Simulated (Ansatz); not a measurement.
Ansatz results at the PBE0-D4/def2-TZVP geometry: HOMO energy (B3LYP/def2-TZVPP) -7.24 eV; HOMO energy (PBE/def2-TZVPP) -6.34 eV; zero-point energy (PBE0-D4/def2-TZVP) 147.0 kJ/mol.

Each molecule was computed in one conformer, which needn't be the lowest.

Question: Which molecule gave them?
A. `[C-]#[NH+]`
B. `ICCI`
C. `CON`
D. `Cc1ccncc1`

Answer: B. The others give `CON`: -7.18, -5.82, 180.1; `[C-]#[NH+]`: -8.93, -7.52, 41.4; `Cc1ccncc1`: -7.07, -5.75, 305.9.

B3LYP here is the variant with VWN-RPA as its local correlation; programs differ in this.
